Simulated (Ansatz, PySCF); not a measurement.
CH7NSi3, SMILES [SiH3][Si@H]1N=C[SiH2]1.

Geometry: B3LYP-D3(BJ)/def2-SVP. The structure was generated by enumeration; whether it is a known compound was not checked.

Vertical ionisation energy (IE) and electron affinity (EA) in eV. Rows of orbital energies are one-electron estimates. Where ΔSCF, EOM or ADC give a negative EA the extra electron is unbound and the value depends on the basis.

| level | IE | EA |
|---|---|---|
| −ε(HOMO), −ε(LUMO), CAM-B3LYP/def2-TZVP (PySCF) | 8.12 | 0.04 |
| −ε(HOMO), −ε(LUMO), PBE/def2-TZVP (PySCF) | 5.50 | 2.37 |
| ΔSCF, CAM-B3LYP/def2-TZVPD (Ansatz), final states of multiplicity 2 and 2 | 8.70 | -0.41 |
| ΔSCF, PBE/def2-TZVPD (Ansatz), final states of multiplicity 2 and 2 | 8.50 | -0.12 |

Problem. What vertical singlet–triplet gap does ΔSCF give with CAM-B3LYP/def2-TZVPD (Ansatz, an electronic-structure program) and with PBE/def2-TZVPD (Ansatz)? (The exact figures need the calculation; the answer reports its results.)

Solution. 2.90 and 2.79 eV (triplet above singlet where positive).
